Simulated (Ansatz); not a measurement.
Input for Ansatz (a program for electronic structure): R-BLYP/def2-TZVPPD on HF (SMILES F). Files ending in .json are basis or fitting sets from the Basis Set Exchange.

Ansatz 0.2 input:
```yaml
crystal:
  periodic: [false, false, false]
  atoms:
    - {symbol: F, position_ang: [0.55177904, 0.61911929, -0.26114465]}
    - {symbol: H, position_ang: [0.28287210, -0.21341687, -0.56464964]}
basis:
  gaussian:
    orbitals: def2-TZVPPD.json
hamiltonian:
  xc: {name: BLYP}
scf: {lower_state_search: off}
```

Output:

```
WARN ansatz: RAYON_NUM_THREADS=2 ignored (pool sized by the plan → 2); use --threads N
Functional definition: BLYP
these checks for a lower state are left out or cut short: stability, starts, cluster_reference, orbital_swaps, neighbouring_geometries, increment
integrals: 0.00 GiB planned
256 factors; their error is unknown
mean field: 0.09 GiB planned
mean field evaluation 1: about -2732.4776 eV, gradient 3.7e1 eV
mean field evaluation 2: about -2724.7671 eV, gradient 8.3e1 eV
mean field evaluation 4: about -2734.3329 eV, gradient 5.7e-1 eV
mean field evaluation 8: about -2734.3321 eV, gradient 1.3e-1 eV
mean field -2734.33214219 eV, -100.4848528286 hartree, gradient 3.4e-6 eV, S^2 0.000000; 0 other end points of the search recorded, 0 dependent functions left out
reference -2734.33237907 eV, -100.4848615339 hartree; 5, 5 occupied and 52, 52 virtual orbitals, 256 factors
Total energy: -2734.33237907 eV, -100.4848615339 hartree
Checks for a lower state left out: stability, starts, cluster_reference, orbital_swaps, neighbouring_geometries, increment
```

The run converged.

Cost: around 0.3 core-seconds (rough).
